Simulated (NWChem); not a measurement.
# GaH$_{2}$F; SMILES [F][GaH2]

```xyz
4

Ga     0.0000     0.0000    -0.3582
H      0.0000     1.4309    -1.0015
H      0.0000    -1.4309    -1.0015
F      0.0000     0.0000     1.4038
```
Atoms are numbered in this order, from 1.

Results from NWChem. Structure relaxed at the B3LYP/6-31G* (spherical d) level. GIAO values for the isolated, static molecule; σ is the absolute isotropic shielding, δ = σ(reference) − σ with the isolated reference molecule computed at the same levels (19F: trichlorofluoromethane, 1H: tetramethylsilane).

Problem. What does the run give for PBE0/pcSseg-1? Quantities: σ Ga1 (ppm); δ H2 (ppm); δ F4 (ppm).

Solution. The σ Ga1 (ppm) is 1359.4, the δ H2 (ppm) comes out as 5.80 and the δ F4 (ppm) comes out as -109.5.
